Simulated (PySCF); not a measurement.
Gas-phase reaction: Sn(OH)2 + F2 → SnF2 + H2O2

Method: PySCF energies plus ideal-gas RRHO corrections (1 bar). S°(298 K) at PBE0/def2-TZVP differs from the NASA 1993 table for H2O2 (-8 J/mol/K); whether the harmonic model or the table's entry is off was not settled. † marks an energy on the PBE0/def2-TZVP geometry and frequencies; other levels use their own. MP2 and CCSD(T) freeze the core. All species are closed-shell singlets. B3LYP is the form with VWN-RPA correlation. Sn: scalar-relativistic def2 core potential, no spin-orbit coupling. No R ln 2 is added for the mirror-image form of H2O2. Sn(OH)2: computed as isolated molecules; such fragments, hydroxides, amides, oligomers or adducts are transient or little studied in the gas. MP2 isn't extrapolated to the basis-set limit; its ΔH°(298 K) is -279.7 kJ in def2-SVP and -272.6 kJ in def2-TZVPP. CCSD(T) isn't extrapolated to the basis-set limit; its ΔH°(298 K) is -270.8 kJ in def2-SVP and -264.3 kJ in def2-TZVPP. The harmonic model lacks anharmonicity and excited electronic states, which grow with temperature; levels with a mode under 35 cm⁻¹ are left out. Internal rotation in Sn(OH)2, H2O2 is treated as a harmonic vibration of one conformer, which makes the entropy rough.

| level | ΔE electronic, kJ | ΔH°(298 K), kJ | ΔS°(298 K), J/K | ΔG°(1600 K), kJ |
|---|---|---|---|---|
| B3LYP/def2-TZVP† | -286 | -281 | 12 | -287 |
| BLYP/def2-TZVP† | -277 | -272 | 12 | -278 |
| CCSD(T)/def2-SVP† | -276 | -271 | 12 | -277 |
| MP2/def2-TZVPP† | -278 | -273 | 12 | -279 |
| PBE/def2-TZVP† | -274 | -269 | 12 | -275 |
| PBE0/def2-QZVP† | -288 | -283 | 12 | -289 |
| PBE0/def2-SVP† | -281 | -276 | 12 | -282 |
| PBE0/def2-TZVP | -284 | -279 | 12 | -285 |
| r2SCAN/def2-TZVP† | -280 | -274 | 12 | -281 |
| LDA/def2-TZVP† | -277 | -272 | 12 | -278 |
| ωB97M-V/def2-TZVP† | -283 | -278 | 12 | -284 |
ΔH° is lowest at PBE0/def2-QZVP† and highest at PBE/def2-TZVP†. No reference value is set beside these.
